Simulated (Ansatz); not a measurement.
Basis-set extrapolation for CH$_{6}$BNO$_{2}$, SMILES `COB(N)O` (PBE0-D4/def2-TZVP geometry, frozen core, Ansatz). Multiplicity 1, RHF reference.

```tsv
	def2-TZVPP	def2-QZVPP
HF	-270.487860	-270.501158
MP2 correlation	-0.958963	-1.031110
CCSD(T) correlation	-1.022724	not run
```

Energies in hartree. Use E(X) = E(∞) + A·exp(−7.88·√X) for Hartree–Fock and E(X) = E(∞) + B·X^(−2.97) for correlation, with X = 3 and 4, and add CCSD(T) minus MP2 of the smaller set to the MP2 limit.

Question: What is the CCSD(T) energy at the basis-set limit?

Answer: HF limit: -270.501158 + (-0.013298) × 0.13774 = -270.50299. MP2 limit: -1.031110 + (-0.072147) × 0.74074 = -1.08455. Higher-order term: -1.022724 − (-0.958963) = -0.06376. Total: -271.65130 hartree, 88.3 kcal/mol below CCSD(T)/def2-TZVPP.
